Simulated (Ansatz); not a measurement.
Computed with Ansatz on PBE0-D4/def2-TZVP structures; ΔE is electronic, products minus reactants. CCSD(T)/CBS adds triple-zeta CCSD(T) − MP2 to the extrapolated MP2 energy (def2 sets, frozen cores). Functionals use def2-TZVPP. B3LYP here is the variant with VWN-RPA as its local correlation; programs differ in this. Each species was taken in one conformer, which may not be the lowest.

Consider the redistribution: `BN([SiH3])[SiH3]` + `BNC(C)O` → `OBN([SiH3])[SiH3]` + `BNCC`.

| level | ΔE (kJ/mol) | difference from CCSD(T)/CBS |
| --- | --- | --- |
| PBE-D4 | -178.4 | 2.5 |
| r2SCAN-D4 | -183.3 | -2.4 |
| B3LYP-D4 | -181.5 | -0.6 |
| ωB97X-V | -176.7 | 4.2 |
| ωB97M-V | -180.7 | 0.2 |
| PBE | -178.7 | 2.2 |
| r2SCAN | -183.3 | -2.4 |
| PBE0 | -180.9 | 0.0 |
| SCS-MP2/def2-TZVPP | -181.3 | -0.4 |
| CCSD/def2-TZVPP | -180.8 | 0.1 |
| CCSD(T)/def2-TZVPP | -179.9 | 1.0 |
| HF/def2-QZVPP | -181.5 | -0.6 |
| SCS-MP2/def2-QZVPP | -182.3 | -1.4 |
| HF/CBS(def2) | -181.6 | -0.7 |
| MP2/CBS(def2) | -185.7 | -4.8 |
| CCSD/CBS(def2) | -181.9 | -1.0 |
| CCSD(T)/CBS | -180.9 | 0 |

Largest T1 diagnostic among the species: 0.013.
